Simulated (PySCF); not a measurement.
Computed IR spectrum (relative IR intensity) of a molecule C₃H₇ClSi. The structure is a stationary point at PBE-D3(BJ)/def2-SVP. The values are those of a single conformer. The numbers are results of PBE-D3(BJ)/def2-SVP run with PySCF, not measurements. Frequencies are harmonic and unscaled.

Lines under 2 % of the strongest are left out, and lines within 2 cm⁻¹ are merged.

ν (cm⁻¹): 483 (vw), 545 (vw), 584 (vw), 657 (m), 745 (m), 756 (m), 838 (w), 881 (vs), 911 (w), 914 (m), 994 (w), 1105 (vw), 1126 (w), 1289 (w), 1373 (w), 1644 (w), 2156 (s), 2167 (s), 2184 (m), 2987 (vw), 3093 (vw) (against the strongest line: vs over 80 %, s over 45 %, m over 15 %, w over 4 %, vw less)

Problem. Pick the molecule that these values belong to.
(A) C=C(Cl)[SiH2]C
(B) C/C(Cl)=C/[SiH3]
(C) [SiH3]C/C=C\Cl
(D) ClC1C[SiH2]C1

Solution. C, [SiH3]C/C=C\Cl
